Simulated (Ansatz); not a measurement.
`[CH3][AlH][Zn][CH3]`. Charge 0, multiplicity 1.

Cartesian coordinates in Å:
```
C -0.0006 -0.6034 2.6766
Al -0.1784 -1.2590 0.8340
Zn -0.0103 0.1908 -1.2105
C 0.1222 1.3275 -2.8099
H -0.9373 -0.7721 3.2216
H 0.7679 -1.1722 3.2124
H 0.2451 0.4576 2.7554
H -0.4558 -2.8336 0.7110
H 0.0897 2.3879 -2.5433
H -0.7013 1.1308 -3.5024
H 1.0589 1.1457 -3.3448
```

**Question.** What are the harmonic wavenumbers in cm⁻¹ at PBE0-D4/def2-TZVP (Ansatz, finite differences of forces, unscaled)? (An estimate is asked.)

**Answer.** The calculation gave: 10i, 45, 72, 97, 148, 267, 364, 527, 538, 584, 624, 629, 644, 766, 1183, 1209, 1434, 1441, 1442, 1442, 1849, 3025, 3035, 3094, 3119, 3120, 3131.
